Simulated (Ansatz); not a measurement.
Job for Ansatz (a quantum-chemistry and plane-wave program): R-wB97M-V/def2-TZVPP on H5InSi (SMILES [SiH3][InH2]), a point of a torsion scan. Elements past Kr take the def2 small-core potentials; no spin–orbit coupling.

Ansatz 0.2 input:
```yaml
crystal:
  periodic: [false, false, false]
  atoms:
    - {symbol: Si, position_ang: [-1.18633743, -0.06777679, -0.01045472]}
    - {symbol: In, position_ang: [1.40420049, -0.06596401, -0.00162520]}
    - {symbol: H, position_ang: [-1.72044683, 0.61757808, -1.20163661]}
    - {symbol: H, position_ang: [-1.72329723, -1.44092077, -0.00437117]}
    - {symbol: H, position_ang: [-1.70244434, 0.62709210, 1.18306215]}
    - {symbol: H, position_ang: [2.46182960, 0.64756599, 1.23488080]}
    - {symbol: H, position_ang: [2.48460036, -0.77299972, -1.22245619]}
basis:
  gaussian:
    orbitals: def2-TZVPP
hamiltonian:
  xc: {name: wB97M-V}
scf: {lower_state_search: off}
```

Program output:

```
WARN ansatz: RAYON_NUM_THREADS=1 ignored (pool sized by the plan → 1); use --threads N
Functional definition: wB97M-V
these checks for a lower state are left out or cut short: stability, starts, cluster_reference, orbital_swaps, neighbouring_geometries, increment
integrals: 0.10 GiB planned
1010 factors; their error is unknown
integrals: 0.13 GiB planned
244 factors; integrals over basis functions are off by at most 2.2e-5 eV
mean field: 0.83 GiB planned
mean field evaluation 1: about -13129.1237 eV, gradient 1.3e1 eV
mean field evaluation 2: about -13129.6175 eV, gradient 6.8e0 eV
mean field evaluation 4: about -13129.7075 eV, gradient 3.1e-1 eV
mean field evaluation 8: about -13129.7412 eV, gradient 2.3e-1 eV
mean field evaluation 16: about -13129.7413 eV, gradient 3.8e-6 eV
mean field -13129.74127602 eV, -482.5090922356 hartree, gradient 3.8e-6 eV, S^2 0.000000; 0 other end points of the search recorded, 0 dependent functions left out
reference -13129.74134505 eV, -482.5090947724 hartree; 20, 20 occupied and 142, 142 virtual orbitals, 1010 factors
Total energy: -13129.74134505 eV, -482.5090947724 hartree
Checks for a lower state left out: stability, starts, cluster_reference, orbital_swaps, neighbouring_geometries, increment
```

The run converged.

Cost: around 6 core-seconds (rough).
